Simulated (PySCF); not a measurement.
An equivalent PySCF input for Mn (manganese, neutral), [Ar] 3d5 4s2, high-spin 6S determinant, with no relativity, point nucleus:

```python
from pyscf import gto, scf, dft, mp, cc
import basis_set_exchange as bse
mol = gto.M(atom="Mn 0 0 0", charge=0, spin=5, symmetry="D2h",
            basis=gto.basis.parse(bse.get_basis("def2-TZVPPD", elements=["Mn"], fmt="nwchem")))
mf = dft.UKS(mol, xc="R2SCAN")
mf.irrep_nelec = {'Ag': (6, 4), 'B1g': (1, 0), 'B2g': (1, 0), 'B3g': (1, 0), 'B1u': (2, 2), 'B2u': (2, 2), 'B3u': (2, 2)}
mf.kernel()
```

It reaches the same state as the run whose output follows, with an energy that differs only through the grid. The run itself started from symmetry-adapted Hartree-Fock orbitals and held the occupation by maximum overlap, on a logarithmic radial grid, so the iterations belong to that start.

```
SCF conv_tol = 1e-09
number electrons alpha = 15  beta = 10
XC functionals = R2SCAN
    J. W. Furness, A. D. Kaplan, J. Ning, J. P. Perdew, and J. Sun.,  J. Phys. Chem. Lett. 11, 8208-8215 (2020)
    J. W. Furness, A. D. Kaplan, J. Ning, J. P. Perdew, and J. Sun.,  J. Phys. Chem. Lett. 11, 9248-9248 (2020)
    J. W. Furness, A. D. Kaplan, J. Ning, J. P. Perdew, and J. Sun.,  J. Phys. Chem. Lett. 11, 8208-8215 (2020)
    J. W. Furness, A. D. Kaplan, J. Ning, J. P. Perdew, and J. Sun.,  J. Phys. Chem. Lett. 11, 9248-9248 (2020)
cycle= 1 E= -1150.94577015076  delta_E= -0.0101  |g|= 0.0805  |ddm|= 0.268
cycle= 2 E= -1150.94444790778  delta_E= 0.00132  |g|= 0.112  |ddm|= 0.159
cycle= 3 E= -1150.94734830565  delta_E= -0.0029  |g|= 0.00214  |ddm|= 0.0593
cycle= 4 E= -1150.94735285814  delta_E= -4.55e-06  |g|= 0.000904  |ddm|= 0.0151
cycle= 5 E= -1150.94735330965  delta_E= -4.52e-07  |g|= 0.000135  |ddm|= 0.0029
cycle= 6 E= -1150.94735334779  delta_E= -3.81e-08  |g|= 5.17e-06  |ddm|= 0.00169
cycle= 7 E= -1150.94735334783  delta_E= -4.09e-11  |g|= 6.73e-07  |ddm|= 5.26e-05
converged SCF energy = -1150.94735334783  <S^2> = 8.7816826  2S+1 = 6.0105516
```
